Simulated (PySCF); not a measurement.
**TlSi⁺: one state, many levels of theory**

State: ³Π (triplet), unpaired electrons σ ↑, π ↑. Set-up: Tl cc-pVDZ-PP with ECP60, Si cc-pV(D+d)Z; scalar-relativistic core potentials (PySCF 2.14). De refers to Tl⁺ + Si in their high-spin ground configurations, without counterpoise correction. The functionals are run spin-unrestricted. A positive dipole points towards Si; it is taken about the centre of mass and depends on that origin.

```csv
Level,Re (Å),ωe (cm⁻¹),De (eV),μ (D),"CPU s a point (SCF and correlation, without the integrals)"
UHF,3.512,83.6,n/a,1.45,0.08
UHF-MP2,3.304,104,n/a,n/a,0.14
UHF-SCS-MP2,3.361,97.7,n/a,n/a,n/a
UHF-CCSD,3.338,100,n/a,n/a,n/a
UHF-CCSD(T),3.310,104,n/a,n/a,2.7
PBE,3.215,114,n/a,3.06,0.48
PBEsol,3.129,125,n/a,3.24,0.33
TPSS,3.243,112,n/a,2.78,0.7
r²SCAN,3.200,116,n/a,2.86,0.67
r²SCANh,3.197,117,n/a,2.79,0.7
PBE0,3.204,116,n/a,2.74,0.75
LC-ωPBE,3.187,117,n/a,2.32,0.64
```

Task: What does a quarter of exact exchange do here, going from PBE to PBE0?

Result: PBE0 less PBE: -1.1 pm in Re, +1.8 % in ωe. Exact exchange removes part of the self-interaction that spreads semilocal densities, and in most molecules shortens and stiffens the bond and lowers De; so it does here.

Task: What does the step from GGA to meta-GGA do here, going from PBE to r²SCAN?

Result: r²SCAN less PBE: -1.5 pm in Re, +1.8 % in ωe. 

Task: What does the triples do here, going from UHF-CCSD to UHF-CCSD(T)?

Result: UHF-CCSD(T) less UHF-CCSD: -2.8 pm in Re, +4.0 % in ωe. Correlation nearly always deepens the well. The bond shortens, as in weak, metallic or heavy-atom bonds, where dispersion and the correlation of outer-core electrons pull the atoms together.

Correlated steps freeze 9 core orbitals. Spin–orbit coupling is left out, which matters for elements this heavy, above all for dissociation energies. The state is the lowest determinant that a PBE0 search found; another state may lie lower at other levels.

The whole job (state search and all levels along the bond) took about 1.8 min on 1 thread of Arm Neoverse V2 (shared host), peak memory 0.56 GiB.
